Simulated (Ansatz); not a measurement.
## GeH2ClF (SMILES [F][GeH2][Cl]): the energy to break a bond

GeH2ClF: 5 atoms, total charge 0, spin state singlet. SMILES: `[F][GeH2][Cl]`. Geometry: optimised at wB97X-V/def2-SVP.

```xyz
5

F    -0.2415   -0.5107    1.5942
Ge    0.1396   -0.0902   -0.0428
Cl   -1.3926    1.2483   -0.7030
H     0.0709   -1.3721   -0.8681
H     1.4735    0.6511   -0.0218
```

Wanted: the dissociation energy of the H4–Ge2 bond into doublet H and doublet GeHClF (shapes relaxed at wB97X-V/def2-SVP, no zero-point term). 1 Eh = 2625.50 kJ/mol = 27.2114 eV. Totals in Eh; open shells run unrestricted unless said.

```tsv
level	program	GeH2ClF	doublet H	doublet GeHClF
HF/def2-TZVPP	Ansatz	-2635.610639	-0.499810	-2634.998789
PBE/def2-TZVPP	Ansatz	-2637.780425	-0.499616	-2637.150992
B3LYP/def2-TZVPP	Ansatz	-2638.445928	-0.502154	-2637.808336
```

Q: Work out the dissociation energy at each level.

A: 
1. HF/def2-TZVPP: (-0.499810) + (-2634.998789) − (-2635.610639) = 0.112040 Eh = 294.2 kJ/mol = 3.05 eV.
2. PBE/def2-TZVPP: (-0.499616) + (-2637.150992) − (-2637.780425) = 0.129817 Eh = 340.8 kJ/mol = 3.53 eV.
3. B3LYP/def2-TZVPP: (-0.502154) + (-2637.808336) − (-2638.445928) = 0.135438 Eh = 355.6 kJ/mol = 3.69 eV.

The levels span 294 to 356 kJ/mol; no measured value is set beside them. Hartree–Fock lacks the correlation of the bonding electrons, so it comes out low. A bond enthalpy at 298 K also holds the loss of zero-point energy and thermal terms.
